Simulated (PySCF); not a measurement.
How methods differ on the interval between two levels of Ar³⁺

Ar³⁺ [Ne] 3s2 3p3 [4S3/2, M_J = 3/2] → Ar³⁺ [Ne] 3s1 3p3 4s1 [6S5/2, M_J = 5/2], as a difference of total energies. All numbers are calculated (PySCF 2.14, the two-component X2C-1e Hamiltonian, in x2c-TZVPall-2c with one added diffuse shell each of s, p type (6s7p2d1f, 44 functions)). Correlated levels: [Ne] frozen. "Screened" scales the spin-orbit matrix elements by Boettger's factors to mimic the two-electron term; Breit and QED terms are absent.

| method | interval between two levels (cm⁻¹) |
| --- | --- |
| GHF (screened spin-orbit) | 316110 |
| GMP2 (screened spin-orbit) | 329330 |

The labels give the starting determinants; with spin-orbit coupling the two ends relaxed to ⟨J²⟩ = 3.75, ⟨L²⟩ = 0.00, ⟨S²⟩ = 3.75 and ⟨J²⟩ = 8.75, ⟨L²⟩ = 0.00, ⟨S²⟩ = 8.75.
